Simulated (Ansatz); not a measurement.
`[OH][In-]([OH])([OH])[OH+][SiH3]` → 7 H• + In• + 4 O• + Si•  (atomization)

Calculated with Ansatz (gas phase, PBE0-D4/def2-TZVP geometries, no zero-point term in ΔE). CBS: MP2 limit from def2 TZ/QZ plus the TZ coupled-cluster correction, frozen cores. This one scheme is used for every species, atoms too. Functionals use def2-TZVPP. Open shells (•) are unrestricted, without spin–orbit coupling. Spin–orbit coupling would lower the free atoms: a little for O, Si; strongly for In. Elements past krypton have def2 core potentials. For In outer-core shells are correlated without core-valence functions, so the limit isn't a true one: a few kJ/mol of doubt a bond, and 10 to 20 or more in all where bonds break to atoms. Each species was taken in one conformer, which may not be the lowest.

```csv
level,ΔE (eV)
r2SCAN-D4,44.42
ωB97X-V,44.61
ωB97M-V,44.56
SCS-MP2/def2-TZVPP,44.17
```

(1) What does CCSD(T)/CBS give? (Estimate.)

Largest T1 diagnostic among the species: 0.015.

Results:

(1) Computed: +45.12 eV. The listed levels differ from it by -0.70, -0.51, -0.56, -0.95 eV.

From PBE to PBE0 (25 % exact exchange), in def2-TZVPP and without D4, ΔE moves by −1.22 eV: exact exchange takes away binding that semilocal exchange gives to molecules. In def2-TZVPP, CCSD(T) changes the Hartree–Fock value by +13.53 eV (the triples alone add +0.80 eV) and MP2 by +14.53 eV; breaking electron pairs costs correlation energy, which Hartree–Fock lacks.

For atomizations the MP2-based limit and the directly extrapolated one differ by several kJ/mol either way, and by 10 to 25 for some Ge, Se and Sn compounds, so smaller differences from it don't rank the levels.
